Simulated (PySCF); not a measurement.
CH5GaO2, singlet, geometry from GFN2-xTB (such geometries of metal compounds can be far from the true shape). Base run: HF/6-31G run with PySCF.

Input for PySCF:
```python
from pyscf import gto, scf, solvent

mol = gto.M(
    atom='''
Ga    0.01563589    0.00798854    0.00593292
C    -1.40597779   -1.42329151   -0.09796408
H    -1.00617057   -2.31308988   -0.58149021
H    -2.23568071   -1.03328109   -0.68037808
H    -1.74794867   -1.68874220    0.90107241
O    -0.20116322    1.49548414   -0.87526576
H     0.45810759    2.18813895   -0.85048157
O     1.52498935   -0.01611468    0.89552146
H     1.89223750   -0.69587716    1.45309592
''',
    basis='6-31g',
    verbose=4,
)

mf = scf.RHF(mol)
mf.kernel()
```

Each row names what was changed in the base input (with any setting that the change needs).

| change | ΔE vs base (kJ/mol) | dipole (D) | HOMO-LUMO gap (eV) |
|---|---|---|---|
| base | 0.00 | 2.66 | 14.11 |
| model = COSMO; solvent = tetrahydrofuran | -45.5 | 3.02 | 14.19 |
| model = ddCOSMO; solvent = tetrahydrofuran | ? | 3.02 | 14.19 |
| model = SS(V)PE; solvent = tetrahydrofuran | ? | ? | 14.19 |
| model = IEF-PCM; solvent = tetrahydrofuran; r_probe = 0.5 | ? | ? | 14.17 |
| model = IEF-PCM; solvent = dichloromethane | -47.3 | 3.04 | 14.19 |
| model = IEF-PCM; solvent = tetrahydrofuran | -45.5 | 3.02 | 14.19 |
| model = IEF-PCM; solvent = tetrahydrofuran; vdw_scale = 1.4 | -24.37 | 2.95 | 14.17 |
| model = IEF-PCM; solvent = tetrahydrofuran; vdw_scale = 1.1 | -64.4 | 3.07 | 14.19 |
| model = IEF-PCM; solvent = tetrahydrofuran; vdw_scale = 1.0 | -93.4 | 3.11 | 14.19 |
| model = IEF-PCM; solvent = tetrahydrofuran; lebedev_order = 41 | -45.6 | 3.02 | 14.19 |
| model = IEF-PCM; solvent = 2-propanol | -52.3 | 3.08 | 14.19 |

Question: Some entries are withheld; supply them.

Answer: 
- model = ddCOSMO; solvent = tetrahydrofuran, ΔE vs base (kJ/mol): -35.2
- model = SS(V)PE; solvent = tetrahydrofuran, ΔE vs base (kJ/mol): -45.3
- model = SS(V)PE; solvent = tetrahydrofuran, dipole (D): 3.01
- model = IEF-PCM; solvent = tetrahydrofuran; r_probe = 0.5, ΔE vs base (kJ/mol): -16.73
- model = IEF-PCM; solvent = tetrahydrofuran; r_probe = 0.5, dipole (D): 2.90

The base is the gas phase, so ΔE is the electrostatic part of solvation at a fixed geometry, without cavity and dispersion terms.
